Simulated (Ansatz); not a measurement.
[closo-1-(OH)B7H6]2- (B₇OH₇²⁻). Charge -2, multiplicity 1. Geometry PBE0-D4/def2-SVPD.

| atom | x (Å) | y (Å) | z (Å) |
| --- | --- | --- | --- |
| B1 | -0.864 | -0.516 | 1.097 |
| B2 | -0.171 | 0.997 | 1.053 |
| B3 | -0.741 | 0.280 | -0.531 |
| B4 | 0.879 | -0.464 | -0.947 |
| B5 | 0.900 | 1.031 | -0.215 |
| B6 | 0.946 | -0.429 | 0.874 |
| B7 | -0.200 | -1.425 | -0.128 |
| H8 | -1.696 | -0.900 | 1.908 |
| H9 | -0.414 | 1.920 | 1.820 |
| O10 | -1.793 | 0.733 | -1.440 |
| H11 | -1.344 | 0.975 | -2.250 |
| H12 | 1.544 | -0.795 | -1.924 |
| H13 | 1.585 | 1.989 | -0.557 |
| H14 | 1.837 | -0.806 | 1.624 |
| H15 | -0.468 | -2.592 | -0.385 |

A multiply charged anion in the gas phase is held together partly by the finite basis. At LDA (SPW92)/def2-TZVPD, PBE-D4/def2-SVPD, r2SCAN-D4/def2-TZVPD, PBE0-D4/def2-TZVPD and others the highest occupied level of the charge -2 singlet lies above zero (up to 3.60 eV). The electron is either unbound and held by the finite basis, or the level is raised by self-interaction error.

(1) Estimate the orbital energies around the gap (eV) in Ansatz with LDA (SPW92)/def2-TZVPD, PBE-D4/def2-SVPD, r2SCAN-D4/def2-TZVPD, PBE0-D4/def2-TZVPD, CAM-B3LYP-D4/def2-TZVPD.

Answers

(1) 
```csv
orbital,LDA (SPW92)/def2-TZVPD,PBE-D4/def2-SVPD,r2SCAN-D4/def2-TZVPD,PBE0-D4/def2-TZVPD,CAM-B3LYP-D4/def2-TZVPD
HOMO−5,1.19,1.34,1.06,0.03,-1.38
HOMO−4,1.66,1.82,1.59,0.60,-0.75
HOMO−3,2.92,3.15,3.05,2.22,1.07
HOMO−2,3.28,3.50,3.38,2.51,1.23
HOMO−1,3.37,3.58,3.41,2.51,1.26
HOMO,3.40,3.60,3.45,2.57,1.39
LUMO,5.72,6.28,6.21,6.10,6.45
LUMO+1,5.95,6.96,6.44,6.30,6.61
LUMO+2,6.05,7.09,6.50,6.33,6.62
LUMO+3,6.07,7.10,6.54,6.37,6.67
LUMO+4,6.18,7.19,6.60,6.43,6.69
LUMO+5,6.27,7.24,6.70,6.51,6.74
```
